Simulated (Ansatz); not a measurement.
# Which isomer of BFH6OSi2 gives these data?

These gas-phase data were calculated for one isomer of BFH6OSi2 at B3LYP-D3(BJ)/def2-SVP (harmonic, unscaled wavenumbers; equilibrium rotational constants with average atomic masses):

```
rotational constants            : 3.939, 2.236, 1.476 GHz
all wavenumbers above 1500 cm⁻¹ : 2663, 2243, 2233, 2232, 2231, 2207
```

Candidates:

(1) `FBO[SiH2][SiH3]`, a singlet
(2) `FB([SiH3])O[SiH3]`, a singlet
(3) `BO[Si@H](F)[SiH3]`, a singlet

**Question.** Assign the data to one candidate and say why.

**Answer.** Candidate (1). The band at 2663 cm⁻¹ lies where the B–H stretch is expected; (2) has no mode between 2350 and 2900 cm⁻¹. 1 mode lies between 2350 and 2900 cm⁻¹, one for each B–H bond, while (3) has 2.

The same quantities for all candidates:

|  | rotational constants (GHz) | wavenumbers above 1500 cm⁻¹ | E above the lowest, B3LYP-D3(BJ)/def2-SVP (kcal/mol) |
| --- | --- | --- | --- |
| (1) | 3.939, 2.236, 1.476 | 2663, 2243, 2233, 2232, 2231, 2207 | 0.0 |
| (2) | 6.806, 1.379, 1.178 | 2271, 2253, 2248, 2227, 2210, 2207 | 5.6 |
| (3) | 3.415, 2.405, 1.594 | 2638, 2528, 2264, 2240, 2230, 2221 | 11.0 |

Harmonic stretches to hydrogen usually lie a few per cent above observed fundamentals. Each candidate is one conformer. Programs: Ansatz 0.2.0.
